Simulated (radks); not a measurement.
Question: Excited configurations of Ba IV: one electron is placed in a higher orbital outside [Kr] 4d10 5s2 5p4. The ground configuration is [Kr] 4d10 5s2 5p5. Calculated with a radial shooting solver on a logarithmic mesh with Libxc functionals: non-relativistic Kohn-Sham, r2SCAN, spin-polarised, spherical densities, point nucleus; open shells are filled with parallel spins first (spin-orbit coupling, left out, can overturn this in heavy ions); meta-GGA in the generalised Kohn-Sham scheme; relativity is left out, which matters for an element this heavy. Excitation = E - E(ground); binding = E(ion) - E, where the ion is the core of charge +4; n* = 4/sqrt(2 binding) in atomic units, and the quantum defect is n - n*.

| outer orbital | excitation (eV) | binding (eV) | n* | quantum defect | eigenvalue (eV) | <r> (bohr) |
|---|---|---|---|---|---|---|
| 4f | 17.246 | 29.832 | 2.701 | 1.299 | -22.209 | 1.300 |
| 5d | 18.160 | 28.919 | 2.744 | 2.256 | -24.587 | 2.365 |
| 6p | 27.204 | 19.875 | 3.310 | 2.690 | -17.849 | 4.044 |
| 6d | 32.689 | 14.390 | 3.889 | 2.111 | -12.713 | 5.152 |
| 7s | 33.683 | 13.396 | 4.031 | 2.969 | -12.076 | 6.226 |
| 7p | 35.440 | 11.639 | 4.325 | 2.675 | -10.498 | 6.943 |
| 7d | 38.055 | 9.023 | 4.912 | 2.088 | -8.071 | 8.516 |

Estimate the row for 6f.

Answer: excitation (eV) 38.306; binding (eV) 8.773; n* 4.981; quantum defect 1.019; eigenvalue (eV) -7.676; <r> (bohr) 7.824. The Delta-SCF ionisation energy is 47.079 eV (NIST Atomic Spectra Database: 47.0 eV, semi-empirical). Self-interaction in the functional shifts the binding energies and quantum defects, so they are the method's values and not measured ones. Relativity is left out here, which matters for elements this heavy. Open shells are spherical and high-spin; term and fine-structure splittings are not resolved.
